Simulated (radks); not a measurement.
Species: the terbium ion Tb3+. Configuration: [Xe] 4f7 6p1 (not the ground configuration).

Method: Dirac Kohn-Sham, LDA (Slater exchange, Perdew-Wang correlation), spin-unpolarised, spherical densities, finite nucleus; open shells are shared between the two j in proportion to 2j + 1; Fermi nuclear charge, rms radius 5.06 fm; computed with a radial shooting solver on a logarithmic mesh with Libxc functionals.

Energy parts (eV):
| part | energy |
|---|---|
| total | -318586.05 |
| kinetic | 348301.62 |
| electron-nucleus | -781736.69 |
| Hartree | 121589.08 |
| exchange-correlation | -6740.06 |

Orbitals (lengths in bohr, moments of r in powers of bohr):
orbital      occ.  eigenvalue (eV)      <r^4>
1s1/2           2        -51791.33  1.066e-06
2s1/2           2        -8620.491  0.0001680
2p1/2           2        -8198.043  0.0001035
2p3/2           4        -7452.473  0.0001372
3s1/2           2        -1948.421   0.006497
3p1/2           2        -1764.143   0.005880
3p3/2           4        -1610.339   0.007257
3d3/2           4        -1291.336   0.005209
3d5/2           6        -1257.760   0.005560
4s1/2           2        -421.9841     0.1582
4p1/2           2        -349.6701     0.1785
4p3/2           4        -314.9347     0.2202
4d3/2           4        -195.3916     0.3068
4d5/2           6        -189.0610     0.3281
5s1/2           2         -84.8506      4.779
5p1/2           2         -63.8905      7.298
5p3/2           4         -58.5580      9.141
4f5/2           3         -46.5980      1.381
4f7/2           4         -45.6808      1.452
6p1/2    0.333333         -20.9367      219.1
6p3/2    0.666667         -19.9709      257.4

The highest occupied level is 6p3/2 at -19.971 eV. The electron density at the nucleus is 6.84e+05 e/bohr^3.
